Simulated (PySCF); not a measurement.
Unknowns

[PySCF 2.14: GFN2-xTB structure; σ from GIAO-PBE0/pcSseg-1; gas phase; no relativistic terms; fast rotation and ring inversion assumed for equivalent nuclei; one computed conformer]

Scale: ¹H and ¹³C vs TMS (reference shieldings calculated alike). Where no couplings were computed, multiplicities follow the n + 1 count of equivalent neighbours, and m marks all less simple cases (inequivalent or close neighbours, rings, F or P nearby). Shifts are as computed. Against solution values, carbons near 30 ppm lie about +3 ppm off and those near 130 ppm about +5 ppm; carbons on Cl a further +6 ppm. Of 1211 compounds with measured shifts, 218 miss one by over three times the rms of a fit or turn the order of signals round; such compounds aren't used in these exercises. Carbons bonded to Cl come out too deshielded.

Q: C₆H₁₀O₂. ¹H NMR (400 MHz, computed): δ 6.73 (d, 1H), 6.31 (m, 1H), 5.28 (m, 1H), 5.24 (m, 1H), 5.10 (s, 2H), 5.09 (m, 1H), 3.67 (s, 3H). ¹³C{¹H} NMR (computed): δ 155.9 (CH), 141.4 (CH), 117.8 (CH2), 111.0 (CH), 98.4 (CH2), 59.0 (CH3). Identify the compound.

A: `C=C/C=C/OCOC`. Rings plus π bonds: 2 (no ring in the answer). 6 carbon signals for 6 carbons: no two carbons are equivalent. Carbon types of the structure: 3 × CH, 2 × CH2, 1 × CH3, which accounts for all hydrogens. δC 141.4: alkene CH; the olefinic region. δC 117.8: terminal =CH2 carbon; an sp2 carbon of a C=C bond. δC 111.0: β carbon of an enol-ether or enamine type C=C; the O or N lone pair pushes π density onto this β carbon and shields it. δC 98.4: sp3 carbon bearing two oxygens; 2 electronegative neighbours deshield it.

The shifts were computed for this structure.

Q: C₇H₁₁ClSi₂. ¹H NMR (600 MHz, computed): δ 4.90 (m, 1H), 4.54 (m, 1H), 4.54 (m, 1H), 3.95 (m, 1H), 2.96 (m, 1H), 2.09 (m, 1H), 1.90 (m, 1H), 1.70 (m, 1H), 1.57 (m, 1H), 1.12 (m, 1H), 1.04 (m, 1H). ¹³C{¹H} NMR (computed): δ 104.6 (CH), 85.9 (C), 65.6 (C), 45.6 (CH), 36.0 (CH), 30.3 (CH2), 13.6 (CH2). What is it?

A: `C#C[SiH2][C@@]1(Cl)[C@@H]2C[SiH2][C@H]1C2`. The formula gives 4 degrees of unsaturation (2 rings in the answer). 7 carbon signals for 7 carbons: no two carbons are equivalent. Carbon types of the structure: 2 × C, 3 × CH, 2 × CH2, leaving 4 H on heteroatoms. δC 104.6: terminal alkyne carbon; the triple bond shields along its axis, which puts it between sp3 and sp2 carbons. δC 85.9: alkyne carbon; the triple bond shields along its axis, which puts it between sp3 and sp2 carbons. δC 65.6: fully substituted sp3 carbon bonded to Cl and Si; deshielded by the electronegative neighbour. δH 1.90: hydrogen on a terminal alkyne carbon; it lies on the axis of the triple bond, in its shielding cone.

This is the structure that produced the data.
